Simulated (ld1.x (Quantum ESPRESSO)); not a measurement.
**nitrogen: one change to a TM potential, before and after**

* Element: N
* Generator: ld1.x (Quantum ESPRESSO) 7.5
* Type: norm-conserving Troullier–Martins (Kleinman–Bylander form)
* Functional: PBEsol
* Relativity: scalar-relativistic
* Frozen core: [He]
* Valence charge: 5
* Reference configuration: 2s2 2p3
* Partial waves: 2p (bound): rc 1.25 bohr; 2s (bound): rc 0.95 bohr
* Local potential: the s channel
* Core correction: Bessel-smoothed model core, default radius (core density twice the valence density)

Change: wave 2p (bound): rc 1.25 bohr becomes 2p (bound): rc 1.62 bohr.

Cutoffs: the cutoffs (Ry, on a coarse ladder) from which the occupation-weighted sum of valence levels, in a spherical-Bessel basis at the reference potential, stays within 10 and 1 mRy of its value at 400 Ry; they do not see the model core or the augmentation charge, which bear on the density cutoff. Errors are all-electron minus pseudo energies relative to the spin-unpolarised reference configuration.

Task: Predict the effect on cutoff, ghosts and configuration errors.

Result: The potential gets softer (70 Ry and 140 Ry → 55 Ry and 140 Ry); of the 7 tests that both files solve, the error grows in 5 and shrinks in 2 by more than 15 % and 0.3 meV (median size 23.9 → 22.8 meV); neither file shows a bound ghost. A larger radius leaves more room for a smooth pseudo-wave, so fewer plane waves are needed.

| quantity | base | changed |
| --- | --- | --- |
| cutoff, loose | 70 Ry | 55 Ry |
| cutoff, tight | 140 Ry | 140 Ry |
| loose cutoff by channel (10 mRy a level) | p 55 Ry, s 45 Ry | p 40 Ry, s 45 Ry |
| bound ghosts | none | none |
| error for 2s2 2p2, meV [ΔE 13.52 eV] | +3.7 | +14 |
| error for 2s2 2p1, meV [ΔE 42.26 eV] | +50 | +153 |
| error for 2s2 2p0, meV [ΔE 89.14 eV] | +264 | +705 |
| error for 2s1 2p0, meV [ΔE 166.66 eV] | +499 | +1202 |
| error for 2s1 2p3, meV [ΔE 25.24 eV] | -2.0 | -23 |
| error for 2s1 2p4, meV [ΔE 11.43 eV] | +5.7 | +4.5 |
| error for 2s0 2p5, meV [ΔE 22.90 eV] | +24 | +20 |
